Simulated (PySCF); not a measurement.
OSr, SMILES [O]=[Sr]. Atoms are numbered in the order given.

```xyz
2

Sr     0.0000     0.0000    -0.3371
O      0.0000     0.0000     1.6012
```
Charge 0, spin multiplicity 1.

Geometry: B3LYP-D3(BJ)/def2-TZVPD. The def2 effective core potentials stand for the cores of Sr; spin–orbit coupling is left out.

These are r2SCAN/def2-TZVPD (PySCF) values and carry that method's errors.

The molecule is in vacuum.

**Question.** Estimate the frontier levels, gap, dipole moment and polarisability. (An estimate is asked for; the answer gives what the named calculation found.)

**Answer.** 
| Property | Result |
|---|---|
| highest occupied level | -3.62 eV |
| lowest empty level | -1.80 eV |
| orbital gap | 1.83 eV |
| dipole moment | 8.49 D |
| quadrupole, principal values (traceless, Buckingham form, about the centre of nuclear charge) | -16.55, 8.27, 8.27 D·Å |
| mean static polarisability | 64.0 bohr³ (9.49 Å³) |
| polarisability, principal values | 35.0, 35.0, 121.9 bohr³ |
